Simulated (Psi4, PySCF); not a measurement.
Two rigid molecules brought together: BCl3 ··· H3Al (SMILES ClB(Cl)Cl and [AlH3]). Monomers: optimised at B3LYP-D3(BJ) (def2-TZVP), held rigid. Orientation: lowest of the rigid-body minima from ten starts at GFN2-xTB (searched outside a hard wall at short contacts). Only R, the distance of the centres of mass, is varied, so the lowest point isn't the relaxed dimer. The shortest distances reach bonding range, where SAPT0 and rigid monomers are unreliable.

- RKS-B3LYP/LANL2DZ = restricted B3LYP/LANL2DZ, with its core potentials past Ne, no counterpoise correction (PySCF)
- RKS-B3LYP/6-31G* = PySCF with restricted B3LYP/6-31G*, spherical d, no counterpoise correction
- RHF/LANL2DZ = restricted Hartree-Fock/LANL2DZ, with its core potentials past Ne, no counterpoise correction in PySCF
- SAPT0/jun-cc-pVDZ, frozen core (Psi4)

Interaction energies in kJ/mol; the last columns give the difference from SAPT0:

```json
[
 {"R / Å": "2.81", "RKS-B3LYP/LANL2DZ": "279.41", "RKS-B3LYP/6-31G*": "189.97", "RHF/LANL2DZ": "323.88", "SAPT0/jun-cc-pVDZ": "185.30", "RKS-B3LYP/LANL2DZ − SAPT0/jun-cc-pVDZ": "94.12", "RKS-B3LYP/6-31G* − SAPT0/jun-cc-pVDZ": "4.67", "RHF/LANL2DZ − SAPT0/jun-cc-pVDZ": "138.58"},
 {"R / Å": "2.96", "RKS-B3LYP/LANL2DZ": "171.75", "RKS-B3LYP/6-31G*": "107.58", "RHF/LANL2DZ": "206.03", "SAPT0/jun-cc-pVDZ": "103.56", "RKS-B3LYP/LANL2DZ − SAPT0/jun-cc-pVDZ": "68.19", "RKS-B3LYP/6-31G* − SAPT0/jun-cc-pVDZ": "4.02", "RHF/LANL2DZ − SAPT0/jun-cc-pVDZ": "102.47"},
 {"R / Å": "3.19", "RKS-B3LYP/LANL2DZ": "75.12", "RKS-B3LYP/6-31G*": "37.99", "RHF/LANL2DZ": "97.89", "SAPT0/jun-cc-pVDZ": "34.48", "RKS-B3LYP/LANL2DZ − SAPT0/jun-cc-pVDZ": "40.64", "RKS-B3LYP/6-31G* − SAPT0/jun-cc-pVDZ": "3.51", "RHF/LANL2DZ − SAPT0/jun-cc-pVDZ": "63.41"},
 {"R / Å": "3.36", "RKS-B3LYP/LANL2DZ": "37.23", "RKS-B3LYP/6-31G*": "13.01", "RHF/LANL2DZ": "53.80", "SAPT0/jun-cc-pVDZ": "9.74", "RKS-B3LYP/LANL2DZ − SAPT0/jun-cc-pVDZ": "27.49", "RKS-B3LYP/6-31G* − SAPT0/jun-cc-pVDZ": "3.27", "RHF/LANL2DZ − SAPT0/jun-cc-pVDZ": "44.06"},
 {"R / Å": "3.62", "RKS-B3LYP/LANL2DZ": "9.15", "RKS-B3LYP/6-31G*": "-3.14", "RHF/LANL2DZ": "18.87", "SAPT0/jun-cc-pVDZ": "-6.16", "RKS-B3LYP/LANL2DZ − SAPT0/jun-cc-pVDZ": "15.31", "RKS-B3LYP/6-31G* − SAPT0/jun-cc-pVDZ": "3.03", "RHF/LANL2DZ − SAPT0/jun-cc-pVDZ": "25.03"},
 {"R / Å": "3.90", "RKS-B3LYP/LANL2DZ": "-1.41", "RKS-B3LYP/6-31G*": "-7.11", "RHF/LANL2DZ": "3.52", "SAPT0/jun-cc-pVDZ": "-10.00", "RKS-B3LYP/LANL2DZ − SAPT0/jun-cc-pVDZ": "8.59", "RKS-B3LYP/6-31G* − SAPT0/jun-cc-pVDZ": "2.89", "RHF/LANL2DZ − SAPT0/jun-cc-pVDZ": "13.52"},
 {"R / Å": "4.17", "RKS-B3LYP/LANL2DZ": "-4.02", "RKS-B3LYP/6-31G*": "-6.55", "RHF/LANL2DZ": "-1.89", "SAPT0/jun-cc-pVDZ": "-9.31", "RKS-B3LYP/LANL2DZ − SAPT0/jun-cc-pVDZ": "5.29", "RKS-B3LYP/6-31G* − SAPT0/jun-cc-pVDZ": "2.76", "RHF/LANL2DZ − SAPT0/jun-cc-pVDZ": "7.42"},
 {"R / Å": "4.65", "RKS-B3LYP/LANL2DZ": "-3.56", "RKS-B3LYP/6-31G*": "-3.96", "RHF/LANL2DZ": "-3.64", "SAPT0/jun-cc-pVDZ": "-6.16", "RKS-B3LYP/LANL2DZ − SAPT0/jun-cc-pVDZ": "2.60", "RKS-B3LYP/6-31G* − SAPT0/jun-cc-pVDZ": "2.19", "RHF/LANL2DZ − SAPT0/jun-cc-pVDZ": "2.52"},
 {"R / Å": "5.43", "RKS-B3LYP/LANL2DZ": "-1.66", "RKS-B3LYP/6-31G*": "-1.60", "RHF/LANL2DZ": "-2.15", "SAPT0/jun-cc-pVDZ": "-2.54", "RKS-B3LYP/LANL2DZ − SAPT0/jun-cc-pVDZ": "0.88", "RKS-B3LYP/6-31G* − SAPT0/jun-cc-pVDZ": "0.94", "RHF/LANL2DZ − SAPT0/jun-cc-pVDZ": "0.39"},
 {"R / Å": "6.41", "RKS-B3LYP/LANL2DZ": "-0.64", "RKS-B3LYP/6-31G*": "-0.56", "RHF/LANL2DZ": "-0.85", "SAPT0/jun-cc-pVDZ": "-0.85", "RKS-B3LYP/LANL2DZ − SAPT0/jun-cc-pVDZ": "0.21", "RKS-B3LYP/6-31G* − SAPT0/jun-cc-pVDZ": "0.29", "RHF/LANL2DZ − SAPT0/jun-cc-pVDZ": "0.00"},
 {"R / Å": "7.72", "RKS-B3LYP/LANL2DZ": "-0.15", "RKS-B3LYP/6-31G*": "-0.09", "RHF/LANL2DZ": "-0.24", "SAPT0/jun-cc-pVDZ": "-0.25", "RKS-B3LYP/LANL2DZ − SAPT0/jun-cc-pVDZ": "0.10", "RKS-B3LYP/6-31G* − SAPT0/jun-cc-pVDZ": "0.16", "RHF/LANL2DZ − SAPT0/jun-cc-pVDZ": "0.01"}
]
```

RKS-B3LYP/LANL2DZ is furthest from SAPT0/jun-cc-pVDZ at 2.81 (94.12 kJ/mol, above); its mean absolute difference over the points is 23.95 kJ/mol.

RKS-B3LYP/6-31G* is furthest from SAPT0/jun-cc-pVDZ at 2.81 (4.67 kJ/mol, above); its mean absolute difference over the points is 2.52 kJ/mol.

RHF/LANL2DZ is furthest from SAPT0/jun-cc-pVDZ at 2.81 (138.58 kJ/mol, above); its mean absolute difference over the points is 36.13 kJ/mol.
